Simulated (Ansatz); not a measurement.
A single point on GaH3OSe (`[OH][GaH][SeH]`).

```yaml
crystal:
  periodic: [false, false, false]
  atoms:
    - {symbol: O, position_ang: [-0.993187, -1.235105, 0.178177]}
    - {symbol: Ga, position_ang: [0.020494, -0.150485, -0.807364]}
    - {symbol: Se, position_ang: [1.211531, 1.558049, 0.233446]}
    - {symbol: H, position_ang: [-0.988605, -1.047062, 1.118650]}
    - {symbol: H, position_ang: [0.072741, -0.385970, -2.338381]}
    - {symbol: H, position_ang: [0.719228, 1.196573, 1.569372]}
basis:
  gaussian: {orbitals: def2-TZVPP}
hamiltonian: {xc: pbe}
correlation: {method: rpa}
```

```sh
$ ansatz run in.yaml --threads 4 --pin off --events-out ev --progress --plain
```

It prints (some lines left out):

```
Functional definition: PBE
1079 factors; integrals over basis functions are off by at most 1.2e-3 eV
mean field evaluation 1: about -119797.7668 eV, gradient 7.5e1 eV
mean field evaluation 2: about -119797.7615 eV, gradient 7.5e1 eV
mean field evaluation 4: about -119802.8735 eV, gradient 3.5e1 eV
mean field evaluation 8: about -119806.3340 eV, gradient 8.1e-1 eV
mean field evaluation 16: about -119806.3351 eV, gradient 1.2e-3 eV
mean field -119806.33508651 eV, -4402.8016067787 hartree, gradient 6.7e-7 eV, S^2 0.000000; 0 other end points of the search recorded, 0 dependent functions left out
19 core orbitals not correlated: weight in the atoms' cores, before any rotation towards them, 1.000 or more for the frozen orbitals, at most 0.000 for the correlated occupied ones
reference -119723.11964764 eV, -4399.7434958057 hartree; 19, 19 occupied and 131, 131 virtual orbitals, 1079 factors
Total energy: -119754.21327575 eV, -4400.8861655628 hartree
```

Run time 3.3 s (4 threads of a server CPU on a shared host); peak host memory 0.35 GiB.
